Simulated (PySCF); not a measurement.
A structure optimised at PBE-D3(BJ)/def2-SVP, used in a PySCF frequency run:

```xyz
9

Ta     0.0327     0.0254     0.0000
O      1.7600    -0.1674     0.0000
F     -0.5172     1.8622     0.0000
N     -0.6133    -0.8904    -1.6460
H     -1.5966    -1.0270    -1.9058
H     -0.0146    -1.3764    -2.3213
N     -0.6133    -0.8904     1.6460
H     -0.0146    -1.3764     2.3213
H     -1.5966    -1.0270     1.9058
```

Task: Write its SMILES, formula and point group.

Result: [NH2][Ta]([NH2])(=[O])[F], FH4N2OTa, Cs

Task: What are its rotational constants (standard atomic weights)?

Result: 3.0858, 3.0661, 2.6709 GHz
